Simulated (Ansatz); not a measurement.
AlAsF3H3 (`[F][Al-]([F])([F])[AsH3+]`), 8 atoms. Total charge 0; spin multiplicity 1. Correlated methods include outer-core shells of As, which these sets cover unevenly. Scalar relativity is left out up to krypton. All runs use 4 threads of an Arm Neoverse V1 on a shared host. Correlated methods freeze the cores.

How many basis functions does each run have, and how long does it take in Ansatz? RHF-CCSD(T)/def2-SVP energy; RHF-MP2/def2-QZVPP energy; RKS PBE-D4/def2-TZVPP energy and forces; RKS PBE0-D4/def2-TZVP relaxation (7 steps); RKS r2SCAN0-D4/def2-TZVPP energy; RKS ωB97M-V/def2-QZVPP energy; RKS PBE0-D4/def2-TZVP frequencies; RKS HSE06 (plane-wave form)-D4/def2-TZVPP energy; RKS PBE0-D4/def2-QZVPP energy; direct RPA on PBE orbitals/def2-TZVPP energy; RKS PBE-QIDH (frozen core)/def2-TZVPP energy; RKS ωB97M-V/def2-SVP energy. (An estimate is asked.)

Computed: Other jobs shared the machine, so times are rough.

| level | job | functions | wall time | peak host memory (GiB) |
| --- | --- | --- | --- | --- |
| RKS PBE-D4/def2-TZVPP | energy and forces | 225 | 2.2 s | 0.28 |
| RKS HSE06 (plane-wave form)-D4/def2-TZVPP | energy | 225 | 3.5 s | 0.7 |
| RKS ωB97M-V/def2-SVP | energy | 107 | 5.5 s | 0.35 |
| RKS PBE-QIDH (frozen core)/def2-TZVPP | energy | 225 | 5.5 s | 0.58 |
| direct RPA on PBE orbitals/def2-TZVPP | energy | 225 | 5.5 s | 0.51 |
| RKS r2SCAN0-D4/def2-TZVPP | energy | 225 | 6 s | 0.7 |
| RHF-CCSD(T)/def2-SVP | energy | 107 | 8 s | 0.5 |
| RKS PBE0-D4/def2-QZVPP | energy | 420 | 9 s | 1.6 |
| RHF-MP2/def2-QZVPP | energy | 420 | 20 s | 2 |
| RKS ωB97M-V/def2-QZVPP | energy | 420 | 21 s | 1.9 |
| RKS PBE0-D4/def2-TZVP | relaxation (7 steps) | 196 | 30 s | 0.57 |
| RKS PBE0-D4/def2-TZVP | frequencies | 196 | 2.3 min | 0.57 |
